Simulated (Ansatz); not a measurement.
Species: CH4N, charge 1, multiplicity 1. It need not be the lowest isomer of its formula. 
Coordinates optimised at B3LYP-D3(BJ)/def2-TZVP (Ansatz, a first-principles code):
```xyz
6

C     -0.6316     0.2305     0.0275
N      0.5616    -0.2049    -0.0244
H     -1.4611    -0.4673    -0.0113
H     -0.8121     1.2968     0.1101
H      1.3639     0.4216     0.0095
H      0.7676    -1.1993    -0.1021
```
Charge +1, spin multiplicity 1.

Basis-set convergence of Hartree-Fock and MP2 correlation energies (hartree) with Ansatz. Cores are frozen in the correlated levels unless marked. Spin-orbit coupling is left out. No relativistic terms.

```json
[
 {"basis": "def2-SVP", "functions": "48", "E(HF)": "-94.31714", "E(corr, MP2)": "-0.29311"},
 {"basis": "def2-TZVPP", "functions": "118", "E(HF)": "-94.42669", "E(corr, MP2)": "-0.35657"},
 {"basis": "def2-QZVPP", "functions": "234", "E(HF)": "-94.43100", "E(corr, MP2)": "-0.38061"}
]
```

Extrapolating the two largest sets (X = 3 and 4) as X^-3: E(corr) = (64·(-0.38061) - 27·(-0.35657))/37 = -0.3982 Eh, an estimate of the basis-set limit. The largest set recovers 95.6 % of it, the smallest 73.6 %.
